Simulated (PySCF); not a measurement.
Compound: C7H10F2.
Atom-mapped SMILES: `[F:1][C@@H:2]1[CH2:3][CH:4]=[CH:5][C@H:6]([F:7])[CH2:8][CH2:9]1` (hydrogens: H10 on C2; H11, H12 on C3; H13 on C4; H14 on C5; H15 on C6; H16, H17 on C8; H18, H19 on C9)

Geometry (PBE0-D3(BJ)/def2-SVP, Å), atoms numbered from 1 in this order:
```
atom  x, y, z in Å
F1    -2.5159   -0.7255    0.5977
C2    -1.2213   -0.2568    0.4770
C3    -1.2491    1.0647   -0.2730
C4    -0.0133    1.8967   -0.0854
C5     1.2349    1.4678    0.1325
C6     1.7333    0.0519    0.1552
F7     3.0452    0.0740   -0.2875
C8     0.9510   -0.8960   -0.7367
C9    -0.3915   -1.3498   -0.1746
H10   -0.8560   -0.0573    1.5007
H11   -1.4520    0.8883   -1.3454
H12   -2.1179    1.6254    0.1052
H13   -0.1677    2.9806   -0.1008
H14    2.0259    2.2070    0.2960
H15    1.7623   -0.3333    1.1937
H16    1.5884   -1.7746   -0.9149
H17    0.8181   -0.4017   -1.7120
H18   -1.0016   -1.7691   -0.9903
H19   -0.2510   -2.1609    0.5576
```

Computed with PySCF at wB97X-D/def2-SVPD, non-relativistic, on one gas-phase PBE0-D3(BJ)/def2-SVP geometry that isn't relaxed in the solvent. The solvent is an IEF-PCM continuum (Bondi radii, 1.10 Å for H, scaled by 1.2), and excitations are vertical TDDFT with non-equilibrium linear response and a frozen core. Only the electrostatic response of the medium enters.

Gas-phase singlets (H = HOMO, L = LUMO):

| state | E (eV) | λ (nm) | f | leading configuration |
| --- | --- | --- | --- | --- |
| S1 | 7.029 | 176 | 0.280 | H→L 95% |
| S2 | 7.437 | 167 | 0.026 | H→L+1 78% |
| S3 | 7.758 | 160 | 0.000 | H-1→L 44% |
| S4 | 8.211 | 151 | 0.013 | H→L+2 91% |
| S5 | 8.463 | 147 | 0.010 | H-2→L 53% |

Question: What are the lowest 5 singlets in chloroform (ε = 4.711)?

Answer: 
```json
{"state": "S1", "E (eV)": "6.902", "λ (nm)": "180", "f": "0.376", "leading configuration": "H→L 96%", "change by rank (eV)": "-0.127"}
{"state": "S2", "E (eV)": "7.447", "λ (nm)": "166", "f": "0.039", "leading configuration": "H→L+1 76%", "change by rank (eV)": "+0.010"}
{"state": "S3", "E (eV)": "7.749", "λ (nm)": "160", "f": "0.001", "leading configuration": "H-3→L 55%", "change by rank (eV)": "-0.009"}
{"state": "S4", "E (eV)": "8.262", "λ (nm)": "150", "f": "0.019", "leading configuration": "H→L+2 75%", "change by rank (eV)": "+0.051"}
{"state": "S5", "E (eV)": "8.444", "λ (nm)": "147", "f": "0.014", "leading configuration": "H-2→L 56%", "change by rank (eV)": "-0.019"}
```

Question: What are the lowest 5 singlets in dichloromethane (ε = 8.93)?

Answer: 
```json
{"state": "S1", "E (eV)": "6.906", "λ (nm)": "180", "f": "0.372", "leading configuration": "H→L 96%", "change by rank (eV)": "-0.123"}
{"state": "S2", "E (eV)": "7.455", "λ (nm)": "166", "f": "0.040", "leading configuration": "H→L+1 76%", "change by rank (eV)": "+0.018"}
{"state": "S3", "E (eV)": "7.748", "λ (nm)": "160", "f": "0.001", "leading configuration": "H-3→L 57%", "change by rank (eV)": "-0.010"}
{"state": "S4", "E (eV)": "8.279", "λ (nm)": "150", "f": "0.019", "leading configuration": "H→L+2 61%", "change by rank (eV)": "+0.068"}
{"state": "S5", "E (eV)": "8.440", "λ (nm)": "147", "f": "0.013", "leading configuration": "H-2→L 55%", "change by rank (eV)": "-0.023"}
```

Question: The ground-state energy changes by -0.196 eV from gas to dichloromethane. By how much does the total energy of gas-phase S1 change?

Answer: E(S1) = E(S0) + excitation energy, so it changes by -0.196 − 0.123 = -0.319 eV: it is lowered more than the ground state, which is what a red shift means. This is the vertical state, with the slow part of the continuum still set for S0.

Question: How do the frontier levels move from gas to dichloromethane?

Answer: 
```tsv
orbital	gas (eV)	solvent (eV)	change (eV)	Löwdin shares, gas	Löwdin shares, solvent
LUMO+2	2.67	2.91	+0.24	H10 16 %, H15 13 %, H11 8 %, H17 8 %	F1 16 %, H10 14 %, C2 13 %, H19 8 %
LUMO+1	2.30	2.55	+0.25	C4 16 %, C5 10 %, C3 9 %, H13 9 %	C4 16 %, C5 11 %, C3 9 %, H13 7 %
LUMO	1.59	1.79	+0.20	C4 30 %, C5 28 %, C6 8 %, C3 7 %	C4 30 %, C5 28 %, C6 9 %, C3 7 %
HOMO	-9.49	-9.29	+0.20	C5 33 %, C4 32 %, C3 8 %, C6 7 %	C5 33 %, C4 32 %, C3 8 %, C6 7 %
HOMO-1	-11.15	-10.94	+0.21	F1 13 %, C2 13 %, C3 12 %, C9 10 %	C2 14 %, C9 13 %, C3 12 %, F1 10 %
HOMO-2	-11.25	-11.07	+0.18	F1 21 %, C2 20 %, C9 18 %, C3 7 %	C2 20 %, C9 19 %, F1 17 %, C8 8 %
HOMO-3	-11.37	-11.16	+0.21	C6 15 %, C8 14 %, C5 14 %, F7 13 %	C6 15 %, C5 15 %, C8 13 %, F7 11 %
```

The HOMO–LUMO gap goes from 11.07 to 11.08 eV. Rows go by rank; for LUMO+2 the atom shares or the degeneracy differ between the runs, so the row needn't follow one orbital.

The pairwise dispersion term of wB97X-D wasn't added to the energies; at a given geometry it leaves orbitals and properties as they are.
